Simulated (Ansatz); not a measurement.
`C[CH](C)[In]([CH](C)C)[N](C)C` → 8 C• + 20 H• + In• + N•  (atomization)

Isolated molecules relaxed with PBE0-D4/def2-TZVP in Ansatz; ΔE leaves out vibrations. CCSD(T)/CBS is the MP2 limit (def2-TZVPP, def2-QZVPP) plus CCSD(T) − MP2 in def2-TZVPP, frozen cores. This one scheme is used for every species, atoms too. DFT in def2-TZVPP. No spin–orbit coupling; open shells (•) take unrestricted orbitals. Spin–orbit coupling would lower the free atoms: a little for C; strongly for In. def2 core potentials past Kr. For In outer-core shells are correlated without core-valence functions, so the limit isn't a true one: a few kJ/mol of doubt a bond, and 10 to 20 or more in all where bonds break to atoms. One conformer a species, not always the lowest.

```csv
level,ΔE (eV)
ωB97X-V,117.54
MP2/def2-TZVPP,115.84
```

(1) What does CCSD(T)/CBS give? (Best estimate.)

Largest T1 diagnostic among the species: 0.015.

## Answers

(1) Ansatz gave: +117.49 eV. The listed levels differ from it by 0.05, -1.65 eV.

From BLYP to BHLYP (50 % exact exchange), in def2-TZVPP and without D4, ΔE moves by −1.36 eV: exact exchange takes away binding that semilocal exchange gives to molecules. At CCSD(T), def2-SVP lies −4.97 eV from the extrapolated value and def2-TZVPP −2.61 eV: correlation converges slowly with the basis, and small sets miss more of it in the bonded molecule than in its fragments.

For atomizations the MP2-based limit and the directly extrapolated one differ by several kJ/mol either way, and by 10 to 25 for some Ge, Se and Sn compounds, so smaller differences from it don't rank the levels.
